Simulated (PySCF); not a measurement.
Nuclear quadrupole coupling in `CCc1cpcc(SC)p1`

Species: C7H10P2S.
Structure used (GFN2-xTB), in Å, numbered top down from 1:
```xyz
20
C7H10P2S angstrom
C     -2.6120    1.4136    0.0406
C     -2.1653    0.2023    0.8579
C     -1.0322   -0.5115    0.1611
C     -1.3257   -1.5765   -0.6513
P     -0.2631   -2.5683   -1.6056
C      1.2842   -1.8641   -1.2971
C      1.6099   -0.7860   -0.4989
S      3.3406   -0.3993   -0.4836
C      3.4443    1.0229    0.6342
P      0.5360    0.1999    0.4754
H     -1.7823    2.1091   -0.0781
H     -3.4291    1.9278    0.5409
H     -2.9457    1.1050   -0.9481
H     -3.0085   -0.4785    0.9948
H     -1.8357    0.5432    1.8432
H     -2.3717   -1.8648   -0.7147
H      2.1127   -2.3451   -1.8088
H      2.8575    1.8471    0.2363
H      3.0864    0.7402    1.6212
H      4.4947    1.2937    0.6776
```

Field gradients from the PBE0/pcSseg-1 density (PySCF, non-relativistic), principal values in atomic units, ordered |Vxx| ≤ |Vyy| ≤ |Vzz|:

| atom | Vxx | Vyy | Vzz |
| --- | --- | --- | --- |
| S8 | 0.3497 | 2.3148 | -2.6644 |

Find the asymmetry η = (Vxx − Vyy)/Vzz and the couplings χ = eQV/h (234.96 MHz × Q in barn × V in au), with Q(33S) = −0.0678 b.

```json
{"atom": "S8", "environment": "sulfide sulfur", "nucleus": "33S", "η": "0.74", "χzz (MHz)": "42.45", "χxx (MHz)": "-5.57", "χyy (MHz)": "-36.88"}
```

The tensor is traceless: Vxx + Vyy + Vzz = 0.

What is Vzz at S8 in SI units (1 au = 9.71736 × 10²¹ V/m²)?

-2.6644 au = -25.891 × 10²¹ V/m².

Were the hydrogens deuterons (Q(2H) = 0.00286 b), χzz would run from 200 kHz (H15) to 212 kHz (H20, H12 and H16).

One conformer (not necessarily the lowest) at the GFN2-xTB geometry, without solvent, vibrations or thermal averaging. GFN2-xTB bond lengths can be off by several hundredths of an ångström, more for odd bonds, and the gradients follow them. The small basis limits the accuracy of the gradients.
